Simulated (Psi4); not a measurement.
H4AlNO2, singlet, geometry from GFN2-xTB (such geometries of metal compounds can be far from the true shape); CCSD/cc-pVDZ (Psi4).

Psi4 was given this input:
```
memory 2 GB

molecule {
0 1
Al    0.03428528   -0.02743409    0.01269161
O     1.52625999   -0.50759875   -0.51056029
H     2.24145938   -0.49497212   -1.12730397
O    -0.60707735   -0.60410306    1.41777466
H    -0.57059352   -1.14048683    2.19564786
N    -0.97741634    1.12705722   -0.88168821
H    -1.88598220    1.42223112   -0.56721675
H    -0.74213903    1.57408494   -1.75201557
}

set {
  basis cc-pvdz
  freeze_core true
}

energy('ccsd')
print_variables()
```

What the program printed (banner, timings and long lists left out):

```
   => Loading Basis Set <=

    Name: CC-PVDZ
    Role: ORBITAL
    Keyword: BASIS

         ---------------------------------------------------------
                                   SCF
               by Justin Turney, Rob Parrish, Andy Simmonett
                          and Daniel G. A. Smith
                              RHF Reference
         ---------------------------------------------------------

  ==> Geometry <==

    Molecular point group: c1
    Full point group: C1

    Geometry (in Angstrom), charge = 0, multiplicity = 1:

       Center              X                  Y                   Z               Mass
    ------------   -----------------  -----------------  -----------------  -----------------
         AL           0.021614300414    -0.009668947605    -0.003492035498    26.981538530000
         O            1.513589010414    -0.489833607605    -0.526743935498    15.994914619570
         H            2.228788400414    -0.477206977605    -1.143487615498     1.007825032230
         O           -0.619748329586    -0.586337917605     1.401591014502    15.994914619570
         H           -0.583264499586    -1.122721687605     2.179464214502     1.007825032230
         N           -0.990087319586     1.144822362395    -0.897871855498    14.003074004430
         H           -1.898653179586     1.439996262395    -0.583400395498     1.007825032230
         H           -0.754810009586     1.591850082395    -1.768199215498     1.007825032230

  Running in c1 symmetry.

  Rotational constants: A =      0.22238  B =      0.20848  C =      0.10760 [cm^-1]
  Rotational constants: A =   6666.78201  B =   6250.01826  C =   3225.83832 [MHz]
  Nuclear repulsion =  162.975174590428992

  Charge       = 0
  Multiplicity = 1
  Electrons    = 40
  Nalpha       = 20
  Nbeta        = 20

  ==> Algorithm <==

  SCF Algorithm Type is PK.
  DIIS enabled.
  MOM disabled.
  Fractional occupation disabled.
  Guess Type is SAD.
  Energy threshold   = 1.00e-08
  Density threshold  = 1.00e-08
  Integral threshold = 1.00e-12

  ==> Primary Basis <==

  Basis Set: CC-PVDZ
    Blend: CC-PVDZ
    Number of shells: 38
    Number of basis functions: 80
    Number of Cartesian functions: 84
    Spherical Harmonics?: true
    Max angular momentum: 2

  ==> Integral Setup <==

  Using in-core PK algorithm.
   Calculation information:
      Number of atoms:                   8
      Number of AO shells:              38
      Number of primitives:            136
[...]
  @RHF Final Energy:  -448.57062157773316
    Total Energy =                       -448.5706215777331636
[...]
    10        -0.629144719872362    4.771e-06    0.012123    0.039802    0.039802    0.129778
    11        -0.629144780929479    1.655e-06    0.012123    0.039801    0.039801    0.129778
    12        -0.629144746848445    6.248e-07    0.012123    0.039801    0.039801    0.129778
    13        -0.629144752099695    2.214e-07    0.012123    0.039801    0.039801    0.129778
    14        -0.629144753086400    7.924e-08    0.012123    0.039801    0.039801    0.129778

    Iterations converged.

    Largest TIA Amplitudes:
              7   1         0.0330798802
             11   1         0.0166921172
              8   3        -0.0134909990
              7   8        -0.0118682997
              9   2        -0.0098696022
              0   0         0.0090330144
              8  11         0.0087520766
              3   0         0.0087293124
              8   2         0.0085688073
              6   6         0.0079410240

    Largest TIjAb Amplitudes:
     11  11  21  21        -0.0424290085
     11  11   1   1        -0.0247163475
     11  11   1  21        -0.0214944823
     11  11  21   1        -0.0214944823
     10  10  24  24        -0.0207444253
     10  10  25  25        -0.0201774906
      5   5  15  15        -0.0196848929
      7  10  25  24         0.0189883139
     10   7  24  25         0.0189883139
      7  10  24  25         0.0187676588

    SCF energy       (wfn)                    = -448.570621577733164
    Reference energy (file100)                = -448.570621577732823

    Opposite-spin MP2 correlation energy      =   -0.449379453539577
    Same-spin MP2 correlation energy          =   -0.157588543734942
    Singles MP2 correlation energy            =   -0.000000000000000
    MP2 correlation energy                    =   -0.606967997274519
      * MP2 total energy                      = -449.177589575007346

    Opposite-spin CCSD correlation energy     =   -0.490093241441592
    Same-spin CCSD correlation energy         =   -0.139051511644808
    Singles CCSD correlation energy           =    0.000000000000000
    CCSD correlation energy                   =   -0.629144753086400
      * CCSD total energy                     = -449.199766330819216

  Variable Map:
  ----------------------------------------------------------------------------
[...]
  Array Variable Map:
  ----------------------------------------------------------------------------
[...]
[...]
```
